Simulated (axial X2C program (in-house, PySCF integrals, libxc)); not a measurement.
**Low determinants of BAs⁻ at the PBE0 level, with spin–orbit coupling**

All values were computed with an in-house relativistic program for diatomic molecules. Two-component (2c) means X2C with spin–orbit coupling and atomic mean-field two-electron Coulomb and Gaunt terms. Basis: As dyall-acv3z [10s10p7d5f1g], B dyall-av3z [8s7p3d2f] (cores contracted in-house); Gaussian nuclei, density fitting, unrestricted open shells. Masses: As 74.922 u, B 11.009 u.

Search at 1.798 Å (vertical energies from the lowest determinant):

```
ΔE (eV)    state  electrons beyond evenly filled partner blocks  electrons in ±ω = 1/2, 3/2, 5/2, 7/2
   0.00  Ω = 1/2                                        ω = 1/2                             27 10 2 0
   0.90  Ω = 3/2                                        ω = 3/2                              28 9 2 0
   2.70  Ω = 7/2                           ω = 1/2, 2 × ω = 3/2                             27 10 2 0
   2.82  Ω = 3/2                                        ω = 3/2                             26 11 2 0
   3.00  Ω = 5/2                           2 × ω = 1/2, ω = 3/2                              28 9 2 0
   3.09  Ω = 1/2                          2 × ω = -1/2, ω = 3/2                              28 9 2 0
   3.11  Ω = 5/2                          ω = -1/2, 2 × ω = 3/2                             27 10 2 0
```

Lowest determinant, Ω = 1/2 (⟨Sz⟩ = 0.50, ⟨Lz⟩ = 0.00 at PBE0): Re = 1.793 Å, ωe = 883.4 cm⁻¹.

The determinant in row 2 of the search, Ω = 3/2 (⟨Sz⟩ = 0.50, ⟨Lz⟩ = 1.00 at PBE0), was followed along the bond at PBE0; measured from the minimum of the lowest determinant it gives:

Te = 0.740 eV (5971 cm⁻¹), Re = 1.923 Å, ωe = 703.1 cm⁻¹.

Q: Compare the bond of the determinant in row 2 with that of the lowest one.

A: At PBE0 its Re is 0.130 Å longer and its force constant, which goes as ωe², is 0.63 times that of the lowest determinant. T0 ≈ Te + Δωe/2 = 5971 + (-90) = 5881 cm⁻¹.

The search compares states at one distance, so a state with another bond length can lie lower; it is not exhaustive and yields mostly the lowest determinant of each block pattern, so other components and higher states of one pattern are missing. These are energies of single determinants, not of spin-adapted states; PBE0 term energies can be off by some tenths of an eV, and the functional has no current term. For an anion, determinants above electron detachment are held by the basis set.
